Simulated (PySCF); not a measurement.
Species: CH3BFO (charge 0, doublet). It need not be the lowest isomer of its formula. 
Geometry from a B3LYP-D3(BJ)/def2-TZVP (Ansatz) optimisation:
SMILES: CO[B]F
```xyz
7

B      0.8706     0.0741    -0.5469
F      1.3337     0.5754     0.5946
O     -0.3754    -0.3452    -0.7356
C     -1.3966    -0.3106     0.2827
H     -1.0102     0.1009     1.2143
H     -2.2165     0.3038    -0.0847
H     -1.7469    -1.3288     0.4416
```
Charge 0, spin multiplicity 2.

Dispersion corrections to the total energy (kcal/mol) from the dftd3 and dftd4 libraries through PySCF: D3(BJ) without and D4 with the three-body term, each with the damping fitted for the functional named.

```
functional  D3(BJ)     D4
----------  ------  -----
PBE              ?  -2.10
BP86         -3.22      ?
PW6B95       -0.96  -1.85
B3LYP        -3.67  -3.38
BLYP         -4.54  -4.84
r2SCAN           ?  -0.50
TPSS         -2.66  -2.86
```

### Question
Some entries are withheld; supply them.

### Answer

- PBE, D3(BJ): -2.15
- BP86, D4: -2.69
- r2SCAN, D3(BJ): -0.56
